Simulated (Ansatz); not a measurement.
Basis-set extrapolation for C₂H₄BCl, SMILES `ClB1CC1` (PBE0-D4/def2-TZVP geometry, frozen core, Ansatz 0.2.0). Multiplicity 1, RHF reference.

```tsv
	def2-TZVPP	def2-QZVPP
HF	-562.286739	-562.303910
MP2 correlation	-0.617791	-0.664253
CCSD(T) correlation	-0.686324	not run
```

Energies in hartree. Use E(X) = E(∞) + A·exp(−7.88·√X) for Hartree–Fock and E(X) = E(∞) + B·X^(−2.97) for correlation, with X = 3 and 4, and add CCSD(T) minus MP2 of the smaller set to the MP2 limit.

Task: What is the CCSD(T) energy at the basis-set limit?

Result: HF limit: -562.303910 + (-0.017171) × 0.13774 = -562.30628. MP2 limit: -0.664253 + (-0.046462) × 0.74074 = -0.69867. Higher-order term: -0.686324 − (-0.617791) = -0.06853. Total: -563.07348 hartree, 263.6 kJ/mol below CCSD(T)/def2-TZVPP.
